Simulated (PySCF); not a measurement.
**Where the electron goes**

Species: C3H4O3S2Si.
Structure used (GFN2-xTB), in Å, numbered top down from 1:
```
atom  x, y, z in Å
O1     3.0586    1.2041   -0.3368
C2     2.8240    0.1145    0.0972
O3     1.6334   -0.4125    0.2514
Si4    0.1799    0.3257   -0.1248
O5     0.4383    1.8005   -0.7125
S6    -0.9289   -0.9204   -1.4514
C7    -2.3154   -1.0740   -0.4007
C8    -2.3799   -0.5705    0.8276
S9    -1.0883    0.3253    1.5881
H10    3.6045   -0.5901    0.4250
H11    1.3499    2.1140   -0.7943
H12   -3.1300   -1.6267   -0.8352
H13   -3.2506   -0.6895    1.4486
```

Theory: TDDFT wB97X-D/def2-SVPD, vertical, gas phase, core orbitals frozen in the response in PySCF 2.14.0, density-fitted response routines.

Frontier orbitals with the atoms that hold most of them (Löwdin shares over 4%, at most four atoms; ? is withheld):

| orbital | ε (eV) | atoms |
| --- | --- | --- |
| LUMO+2 | 1.52 | C8 30%, C7 30%, S6 11%, S9 11% |
| LUMO+1 | 1.12 | S6 28%, S9 28%, Si4 18%, C7 7% |
| LUMO | 0.96 | C2 39%, O1 27%, O3 14%, H10 6% |
| HOMO | -8.32 | ? |
| HOMO-1 | -10.07 | ? |
| HOMO-2 | -10.70 | S9 31%, S6 31%, O5 12%, Si4 12% |
| HOMO-3 | -11.04 | O1 61%, C2 12%, O5 8%, H10 7% |

Problem. Which atoms hold the HOMO, and with what shares?

Solution. S9 (bonded to C and Si) 24%; S6 (bonded to C and Si) 24%; C7 (bonded to C, S and H) 21%; C8 (bonded to C, S and H) 21%. By element: sulfur 48%, carbon 41% or more.

Problem. Which atoms hold the HOMO-1, and with what shares?

Solution. S6 (bonded to C and Si) 36%; S9 (bonded to C and Si) 36%; C7 (bonded to C, S and H) 9%; C8 (bonded to C, S and H) 9%. By element: sulfur 72%, carbon 18% or more.

Problem. How does S1 compare with the orbital gap of 9.29 eV?

Solution. S1 is at 4.75 eV (f = 0.0004), 4.54 eV below the gap, made of HOMO→LUMO+1 (92%). Its leading pair isn't HOMO and LUMO; the energies of that pair differ by 9.44 eV. Without the coupling terms of the response equations the lowest excitation would equal the gap.

Next come S2 at 5.62 eV (f 0.105), HOMO→LUMO+2 (58%), HOMO→LUMO (35%); S3 at 5.88 eV (f 0.0080), HOMO-3→LUMO (69%), HOMO→LUMO+2 (15%), HOMO→LUMO (8%); S4 at 6.08 eV (f 0.016), HOMO→LUMO (44%), HOMO→LUMO+2 (20%), HOMO-3→LUMO (18%); S5 at 6.11 eV (f 0.021), HOMO→LUMO+3 (82%).

Löwdin shares depend on the basis, the more so with diffuse functions.

One conformer stands for the species.
